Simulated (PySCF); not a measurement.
C7H6F3O (charge +1).
Bonds: C1–C2, C2–C3 (aromatic), C3–C4 (aromatic), C4–C5 (aromatic), C5–C6, C6–F7, C6–F8, C6–F9, C5–C10 (aromatic), C10–O11 (aromatic), C2–O11 (aromatic). Hydrogens: H12, H13, H14 on C1; H15 on C3; H16 on C4; H17 on C10.

Level of theory: PySCF 2.14.0, PBE0-D3(BJ)/def2-SVP geometry optimisation, gas phase.

Task: Give the optimised bond lengths and angles.

Result: 
```csv
bond,length (pm),order
C1–C2,147.4,single
C2–C3,139.1,aromatic
C3–C4,138.7,aromatic
C4–C5,140.6,aromatic
C5–C6,151.9,single
"C6–F7, C6–F8, C6–F9",132.4,single
C5–C10,136.9,aromatic
C10–O11,132.2,aromatic
C2–O11,132.6,aromatic
"C1–H12, C1–H13, C1–H14",110.0,single
C3–H15,109.1,single
C4–H16,109.4,single
C10–H17,109.2,single
```

Bonds in one row agree within 1 pm and their mean is given. Orders are formal, as drawn. A selection of angles:
```csv
angle,degrees
C1–C2–C3,126.5
C1–C2–O11,114.9
C3–C2–O11,118.5
C2–C3–C4,119.3
C3–C4–C5,119.6
C4–C5–C6,121.1
C4–C5–C10,117.9
C6–C5–C10,121.0
C5–C6–F7,110.5
F7–C6–F8,109.4
C5–C10–O11,120.8
C2–O11–C10,123.9
```

Dihedral angles: C4–C5–C6–F7 -174° (antiperiplanar). The mirror-image conformer, all signs reversed, is as good.

C2 (substituted aromatic carbon) is planar (angles 126.5°, 118.5° and 114.9°, sum 360.0°, 0.01 Å off the plane of its three neighbours). All 3 C–F bonds measure 1.324 to 1.325 Å. C10 (aromatic CH next to a ring oxygen) is planar (angles 126.0°, 120.8° and 113.3°, sum 360.0°, 0.00 Å off the plane of its three neighbours). The 6-membered ring C2–C3–C4–C5–C10–O11 has internal angles of 117.9° to 123.9°; it is planar, 0.00 Å rms from its mean plane, widest ring torsion 0°. C5 (substituted aromatic carbon) is planar (angles 121.1°, 121.0° and 117.9°, sum 360.0°, 0.00 Å off the plane of its three neighbours). C3 (aromatic CH carbon) is planar (angles 121.5°, 119.3° and 119.2°, sum 360.0°, 0.00 Å off the plane of its three neighbours). The C–C distances run from 1.369 Å (C5–C10, aromatic) to 1.519 Å (C5–C6, drawn single), a spread of 0.150 Å.

Point group: C1 (no symmetry element, even within 0.4 Å). Whether it is a minimum is left open (no frequencies).
